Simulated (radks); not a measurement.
Task: Xe II, 53 electrons, occupied as [Kr] 4d10 5s2 5p5 (the NIST ground configuration). All-electron calculation, scalar-relativistic Kohn-Sham, LDA (Slater exchange, VWN5 correlation), spin-polarised, spherical densities, finite nucleus; open shells are filled with parallel spins first (spin-orbit coupling, left out, can overturn this in heavy ions); Fermi nuclear charge, rms radius 4.7859 fm; hard spherical wall at 3 bohr. Program: a radial shooting solver on a logarithmic mesh with Libxc functionals. Some entries of the table are withheld. Estimate them.

| orbital | occ. | eigenvalue (eV) | <r^2> (bohr^2) | <r> (bohr) |
|---|---|---|---|---|
| 1s up | 1 | -34325.99 | 0.0009654 | 0.02668 |
| 1s down | 1 | -34325.92 | 0.0009654 | 0.02668 |
| 2s up | 1 | -5338.324 | 0.01552 | 0.1147 |
| 2s down | 1 | -5338.283 | 0.01552 | 0.1147 |
| 2p up | 3 | -4792.273 | 0.01229 | 0.1003 |
| 2p down | 3 | -4792.214 | 0.01229 | 0.1003 |
| 3s up | 1 | -1087.131 | 0.1077 | 0.3069 |
| 3s down | 1 | -1087.066 | 0.1077 | 0.3069 |
| 3p up | 3 | -910.7337 | 0.1077 | 0.3048 |
| 3p down | 3 | -910.6634 | 0.1077 | 0.3048 |
| 3d up | 5 | -648.2842 | 0.09348 | 0.2812 |
| 3d down | 5 | -648.2176 | 0.09348 | 0.2812 |
| 4s up | 1 | -192.6095 | 0.5839 | 0.7187 |
| 4s down | 1 | -192.4731 | 0.5837 | 0.7186 |
| 4p up | 3 | -136.8347 | 0.6735 | 0.7685 |
| 4p down | 3 | -136.6870 | 0.6728 | 0.7682 |
| 4d up | 5 | -55.7509 | 0.9210 | 0.8876 |
| 4d down | 5 | -55.5418 | 0.9173 | 0.8860 |
| 5s up | 1 | -16.7899 | 2.924 | 1.637 |
| 5s down | 1 | -16.0462 | 2.920 | 1.635 |
| 5p up | 3 | -1.6478 | 3.259 | 1.731 |
| 5p down | 2 | -0.8790 | 3.257 | 1.731 |
| 4f up | 0 | 21.5866 | 2.233 | 1.386 |
| 4f down | 0 | 22.1105 | 2.210 | 1.378 |
| 5d up | 0 | 23.2059 | 3.657 | 1.825 |
| 5d down | 0 | 23.9482 | 3.661 | 1.826 |
| 6s up | 0 | (1) | 3.817 | 1.825 |
| 6s down | 0 | (2) | 3.820 | 1.826 |

Result: 
(1) 6s up eigenvalue (eV): 58.8397
(2) 6s down eigenvalue (eV): 59.3756
